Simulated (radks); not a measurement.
Ga I, 31 electrons, occupied as [Ar] 3d10 4s2 5s1 (not the ground configuration).

Calculated with a radial shooting solver on a logarithmic mesh with Libxc functionals: scalar-relativistic Kohn-Sham, PBEsol, spin-unpolarised, spherical densities, finite nucleus; Fermi nuclear charge, rms radius 3.9973 fm.

Energy parts (eV):
total: -52853.941
kinetic: 53746.904
electron-nucleus: -127298.323
Hartree: 22707.164
exchange-correlation: -2009.686

Orbitals (lengths in bohr, moments of r in powers of bohr; r(max) is where P^2 peaks):
| orbital | occ. | eigenvalue (eV) | r(max) | <r^2> |
|---|---|---|---|---|
| 1s | 2 | -10225.10 | 0.03180 | 0.003182 |
| 2s | 2 | -1265.233 | 0.1825 | 0.05605 |
| 2p | 6 | -1102.273 | 0.1465 | 0.04463 |
| 3s | 2 | -151.8190 | 0.5648 | 0.4917 |
| 3p | 6 | -102.7295 | 0.5669 | 0.5451 |
| 3d | 10 | -23.1990 | 0.5327 | 0.8547 |
| 4s | 2 | -12.2217 | 1.853 | 5.737 |
| 4p | 0 | -5.0956 | 2.334 | 10.80 |
| 4d | 0 | -0.3566 | 7.896 | 101.5 |
| 5s | 1 | -1.6757 | 6.528 | 59.61 |

The highest occupied level is 5s at -1.676 eV. The configuration is held as typed, so some empty levels lie below it. Summed over all electrons, <r^2> = 84.27 bohr^2, which gives a Langevin (diamagnetic) susceptibility term of -66.7 x 10^-6 cm^3/mol. The density falls to 0.001 e/bohr^3 at r = 3.90 bohr. The electron density at the nucleus is 2.851e+04 e/bohr^3 (large components only).
